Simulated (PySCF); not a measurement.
Electron correlation in Kr²⁺ (krypton, charge +2)

[Ar] 3d10 4s2 4p4, high-spin 3P determinant. Computed with PySCF 2.14 in cc-pVDZ-DK, with scalar relativity by spin-free X2C-1e. Frozen: [Ar] 3d10; 6 electrons correlated.

MP2 pair energies summed by pair of shells (mhartree):

| pair | energy | share (%) |
| --- | --- | --- |
| 4p-4p | -36.21 | 49.3 |
| 4s-4p | -31.89 | 43.5 |
| 4s-4s | -5.28 | 7.2 |

Total MP2 correlation energy: -73.38 mhartree.

Same-spin part -18.11 and opposite-spin part -55.28 mhartree; SCS-MP2 scales them by 1/3 and 6/5 to -72.37 mhartree.

```tsv
level	correlation energy (mhartree)
CCSD	-88.61
(T)	-0.74
CCSD(T)	-89.35
```

Diagnostics: T1 = 0.0053, D1 = 0.0174, largest double amplitude 0.051.

Problem. Is a single reference adequate?

Solution. Yes, within this model without spin-orbit coupling: T1 lies below 0.03 and no double amplitude reaches 0.07.
